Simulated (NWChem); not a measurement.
Species: C₂H₃BFNO; SMILES O1CB(F)N=C1

```xyz
9

F     -0.0439     2.1065     0.0000
B      0.0295     0.7879     0.0000
C     -1.1891    -0.2315     0.0000
O     -0.4875    -1.4895     0.0000
C      0.8127    -1.1999     0.0000
N      1.2361     0.0114     0.0000
H     -1.8380    -0.1944     0.8894
H     -1.8380    -0.1944    -0.8894
H      1.4452    -2.0986     0.0000
```
Atoms are numbered in this order, from 1.

Computed with NWChem. Pople sets run with spherical d functions. The geometry was optimised at PBE0/def2-SVP. Atomic charges in e: unrestrained fits to the electrostatic potential beside Mulliken populations; buried atoms are poorly determined by the fit.

### Question
Estimate the computed values for Hartree-Fock/6-31G*. Quantities: ESP F1; Mulliken F1; ESP B2; Mulliken B2; ESP C3; Mulliken C3; ESP O4; Mulliken O4; ESP C5; Mulliken C5; relative RMS misfit of the potential (%).

### Answer
```json
{
 "ESP F1": "-0.39",
 "Mulliken F1": "-0.38",
 "ESP B2": "0.89",
 "Mulliken B2": "0.79",
 "ESP C3": "-0.11",
 "Mulliken C3": "-0.26",
 "ESP O4": "-0.41",
 "Mulliken O4": "-0.61",
 "ESP C5": "0.62",
 "Mulliken C5": "0.42",
 "relative RMS misfit of the potential (%)": "24"
}
```
